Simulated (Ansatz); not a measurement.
```xyz
20

Si   -2.250   -0.795    1.306
Si   -1.824   -1.516   -0.878
Ge    0.507   -1.648   -1.354
Ge    1.421    0.537   -1.888
Si    0.850    2.102   -0.191
Ge    1.513    1.243    1.927
H    -1.759    0.594    1.510
H    -1.565   -1.690    2.275
H    -3.713   -0.822    1.579
H    -2.443   -2.859   -1.060
H    -2.462   -0.583   -1.848
H     1.254   -2.224   -0.136
H     0.745   -2.601   -2.542
H     0.867    0.990   -3.252
H     2.954    0.433   -2.009
H     1.512    3.413   -0.432
H    -0.624    2.313   -0.212
H     3.047    1.261    2.039
H     0.926    2.067    3.085
H     1.043   -0.214    2.080
```

Charge 0, multiplicity 1.

Task: List the PBE/def2-TZVPP orbital energies in eV (Ansatz 0.2.0). (Estimate.)

Result: Ansatz gave: Occupied: -10804.44, -10804.43, -10804.39, -1779.79, -1779.70, -1779.62, -1337.83, -1337.82, -1337.78, -1191.24, -1191.24, -1191.23, -1191.23, -1191.23, -1191.23, -1191.20, -1191.19, -1191.19, -162.38, -162.37, -162.34, -137.55, -137.47, -137.40, -113.83, -113.82, -113.80, -113.80, -113.79, -113.79, -113.78, -113.77, -113.77, -94.29, -94.27, -94.26, -94.21, -94.19, -94.19, -94.13, -94.12, -94.12, -29.73, -29.66, -29.65, -29.62, -29.61, -29.61, -29.61, -29.58, -29.58, -29.58, -29.54, -29.54, -29.54, -29.54, -29.50, -14.92, -14.26, -13.82, -13.02, -12.17, -11.74, -9.27, -8.99, -8.81, -8.58, -8.50, -8.35, -8.24, -8.16, -7.81, -7.44, -7.14, -6.83, -6.71. Lowest empty: -1.30, -1.14, -0.98, -0.76, -0.69, -0.62, -0.41, -0.32.
